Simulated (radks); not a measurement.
Results of a calculation; reference values are marked as such.
Gd+, configuration [Xe] 4f7 5d1 5f1 (not the ground configuration).

Level of theory: scalar-relativistic Kohn-Sham, LDA (Slater exchange, Perdew-Wang correlation), spin-polarised, spherical densities, point nucleus; open shells are filled with parallel spins first (spin-orbit coupling, left out, can overturn this in heavy ions) (a radial shooting solver on a logarithmic mesh with Libxc functionals).

Energy parts (hartree):
| part | energy |
|---|---|
| total | -11263.3459 |
| kinetic | 12092.6316 |
| electron-nucleus | -27461.6299 |
| Hartree | 4346.7424 |
| exchange-correlation | -241.0901 |

Orbitals (lengths in bohr, moments of r in powers of bohr; r(max) is where P^2 peaks):
| orbital | occ. | eigenvalue (hartree) | <r^2> | r(max) | <1/r> |
|---|---|---|---|---|---|
| 1s up | 1 | -1839.924 | 0.0006556 | 0.01393 | 71.61 |
| 1s down | 1 | -1839.924 | 0.0006556 | 0.01393 | 71.61 |
| 2s up | 1 | -304.1196 | 0.01029 | 0.07906 | 16.61 |
| 2s down | 1 | -304.1145 | 0.01029 | 0.07906 | 16.61 |
| 2p up | 3 | -270.7856 | 0.008287 | 0.06396 | 15.51 |
| 2p down | 3 | -270.7819 | 0.008287 | 0.06396 | 15.51 |
| 3s up | 1 | -67.70724 | 0.06844 | 0.2245 | 6.089 |
| 3s down | 1 | -67.60679 | 0.06833 | 0.2244 | 6.095 |
| 3p up | 3 | -57.38087 | 0.06860 | 0.2203 | 5.727 |
| 3p down | 3 | -57.28120 | 0.06846 | 0.2201 | 5.733 |
| 3d up | 5 | -43.71001 | 0.05762 | 0.1800 | 5.436 |
| 3d down | 5 | -43.63169 | 0.05745 | 0.1799 | 5.442 |
| 4s up | 1 | -13.98604 | 0.3455 | 0.5158 | 2.572 |
| 4s down | 1 | -13.76382 | 0.3457 | 0.5156 | 2.571 |
| 4p up | 3 | -10.58011 | 0.3901 | 0.5383 | 2.364 |
| 4p down | 3 | -10.36026 | 0.3906 | 0.5381 | 2.363 |
| 4d up | 5 | -5.86758 | 0.4695 | 0.5590 | 2.084 |
| 4d down | 5 | -5.65196 | 0.4717 | 0.5588 | 2.080 |
| 4f up | 7 | -0.76623 | 0.9372 | 0.5656 | 1.536 |
| 4f down | 0 | -0.57364 | 1.059 | 0.5688 | 1.495 |
| 5s up | 1 | -2.25092 | 1.970 | 1.190 | 1.004 |
| 5s down | 1 | -2.12966 | 2.025 | 1.201 | 0.9882 |
| 5p up | 3 | -1.41306 | 2.697 | 1.346 | 0.8494 |
| 5p down | 3 | -1.31555 | 2.803 | 1.365 | 0.8309 |
| 5d up | 1 | -0.45369 | 6.524 | 1.873 | 0.5471 |
| 5d down | 0 | -0.39763 | 7.119 | 1.937 | 0.5235 |
| 5f up | 1 | -0.09566 | 74.64 | 7.403 | 0.1422 |
| 5f down | 0 | -0.07955 | 90.83 | 8.095 | 0.1294 |
| 6s up | 0 | -0.44813 | 13.19 | 3.036 | 0.3711 |
| 6s down | 0 | -0.40924 | 13.86 | 3.101 | 0.3622 |
| 6p up | 0 | -0.29489 | 21.45 | 3.806 | 0.2903 |
| 6p down | 0 | -0.26331 | 22.92 | 3.929 | 0.2808 |
| 6d up | 0 | -0.14503 | 56.98 | 6.558 | 0.1782 |
| 6d down | 0 | -0.12391 | 64.87 | 6.920 | 0.1678 |
| 6f up | 0 | -0.04341 | 245.9 | 14.98 | 0.09205 |
| 6f down | 0 | -0.03753 | 305.4 | 16.62 | 0.08258 |

The highest occupied level is 5f up at -2.603 eV. The configuration is held as typed, so some empty levels lie below it. Summed over all electrons, <r^2> = 117.2 bohr^2, which gives a Langevin (diamagnetic) susceptibility term of -92.8 x 10^-6 cm^3/mol.
